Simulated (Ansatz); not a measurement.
HfZrO₄. Total charge 0; singlet. Geometry PBE0-D4/def2-SVP, basis def2-TZVP, Ansatz.

| atom | x (Å) | y (Å) | z (Å) |
| --- | --- | --- | --- |
| Hf1 | 0.1141 | 1.3965 | 0.7557 |
| Zr2 | 0.8421 | -1.2066 | -0.5267 |
| O3 | 0.4134 | -0.4874 | 1.2752 |
| O4 | -0.4645 | -2.1545 | -1.2045 |
| O5 | 0.7187 | 0.7190 | -1.0005 |
| O6 | -1.6238 | 1.7329 | 0.7008 |

| run | HOMO (eV) | LUMO (eV) |
| --- | --- | --- |
| A | -5.99 | -3.01 |
| B | -9.54 | -1.68 |
| C | -6.04 | -3.38 |
| D | -7.21 | -2.80 |
| E | -5.75 | -3.41 |

In the def2 sets Hf, Zr take a core potential; there is no spin–orbit coupling. The structure comes from a short search, and lower isomers may exist.

Q: The runs used B97M-V, PBE, PBE0, r2SCAN, ωB97M-V. Estimate which is which.

A: A r2SCAN (0 % exact exchange); B ωB97M-V (range-separated); C B97M-V (0 % exact exchange); D PBE0 (25 % exact exchange); E PBE (0 % exact exchange). Exact exchange lowers occupied and raises empty levels; among semilocal functionals meta-GGAs tend to open the gap a little, and such runs are hard to tell apart. The gap grows from 2.34 eV (PBE) to 7.86 eV (ωB97M-V).
